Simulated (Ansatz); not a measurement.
Ge5Se: single points at one geometry.

```yaml
crystal:
  periodic: [false, false, false]
  atoms:
    - {symbol: Ge, position_ang: [0.478914, -1.115955, 0.961193]}
    - {symbol: Ge, position_ang: [-0.872677, -0.340586, -1.245356]}
    - {symbol: Ge, position_ang: [-2.281776, -0.196229, 0.616973]}
    - {symbol: Ge, position_ang: [1.536420, -0.846842, -1.534401]}
    - {symbol: Ge, position_ang: [-0.540284, 1.465310, 1.201906]}
    - {symbol: Se, position_ang: [1.679393, 1.034302, -0.000316]}
basis:
  gaussian: {orbitals: def2-TZVP, initial_orbitals: start.molden}
hamiltonian: {xc: pbe0, dispersion: d4}
scf: {omitted_lower_state_checks: [starts]}
output: {orbitals: {seedname: orbitals}}
```

The file start.molden holds the orbitals of an earlier run on this structure, at another level or in another basis.

```sh
$ ansatz run in.yaml --threads 4 --pin off --events-out ev --progress --plain --max-ram 4787MiB
```

It prints (some lines left out):

```
Functional definition: PBE0
2417 factors; their error is unknown
mean field evaluation 1: about -347845.9201 eV, gradient 2.9e2 eV
mean field evaluation 2: about -347865.6881 eV, gradient 3.3e1 eV
mean field evaluation 4: about -347891.5900 eV, gradient 1.8e1 eV
mean field evaluation 8: about -347901.0785 eV, gradient 4.4e-1 eV
mean field -347901.07881343 eV, -12785.1288305726 hartree, gradient 2.2e-5 eV, S^2 0.000000; 0 other end points of the search recorded, 0 dependent functions left out
reference -347901.07883779 eV, -12785.1288314678 hartree; 97, 97 occupied and 191, 191 virtual orbitals, 2417 factors
Total energy: -347901.51578722 eV, -12785.1448890632 hartree
Checks for a lower state left out: starts
```

Run time 24 s (4 threads of Arm Neoverse V2 on a shared host), peak host memory 1.8 GiB.

The first input with `gaussian: {orbitals: def2-SVP, initial_orbitals: start.molden}` (abridged; 8 s):

```
Functional definition: PBE0
mean field -347857.50381725 eV, -12783.5274789993 hartree, gradient 1.1e-5 eV, S^2 0.000000
Total energy: -347857.94079111 eV, -12783.5435374923 hartree
Checks for a lower state left out: starts
```

The first input with `hamiltonian: {xc: {name: BHLYP}, dispersion: d4}` (abridged; 17 s):

```
Functional definition: BHLYP
mean field -347940.19408006 eV, -12786.5662901079 hartree, gradient 7.5e-5 eV, S^2 0.000000
Total energy: -347941.16489511 eV, -12786.6019669032 hartree
Checks for a lower state left out: starts
```

The first input with `hamiltonian: {xc: r2scan, dispersion: d4}`, `output: {forces: true, orbitals: {seedname: orbitals}}` (abridged; 16 s):

```
Functional definition: r2SCAN
mean field -347942.80306391 eV, -12786.6621684962 hartree, gradient 1.6e-5 eV, S^2 0.000000
Total energy: -347942.89623440 eV, -12786.6655924483 hartree
Atom 0 force    -0.017709     0.137614    -0.104146 eV/Å
Atom 1 force     0.054013     0.013451     0.126471 eV/Å
Atom 2 force     0.065622     0.025552    -0.022722 eV/Å
Atom 3 force    -0.017577     0.067772     0.081565 eV/Å
Atom 4 force     0.041226    -0.110078    -0.068547 eV/Å
Atom 5 force    -0.125574    -0.134311    -0.012621 eV/Å
Dipole moment:    -0.042317    -0.083511    -0.102547 e Å
Checks for a lower state left out: starts
```

First input, but with `hamiltonian: {xc: {name: r2SCAN0}, dispersion: d4}` (abridged; 26 s):

```
Functional definition: r2SCAN0
mean field -347939.65951980 eV, -12786.5466453807 hartree, gradient 1.3e-5 eV, S^2 0.000000
Total energy: -347939.78608591 eV, -12786.5512965995 hartree
Checks for a lower state left out: starts
```

First input, but with `gaussian: {orbitals: 6-31G}`, `hamiltonian: {xc: hf}` (abridged; 4.4 s):

```
Functional definition: HF
mean field -347615.43372315 eV, -12774.6315671221 hartree, gradient 1.7e-5 eV, S^2 0.000000
Total energy: -347615.43372315 eV, -12774.6315671221 hartree
Checks for a lower state left out: starts
```

Geometry: r2SCAN-D4/def2-SVP.

The 6-31G sets use Cartesian d functions. Another isomer (singlet) lies 0.04 eV lower at PBE0-D4/def2-TZVP; other spin states weren't run for this one.
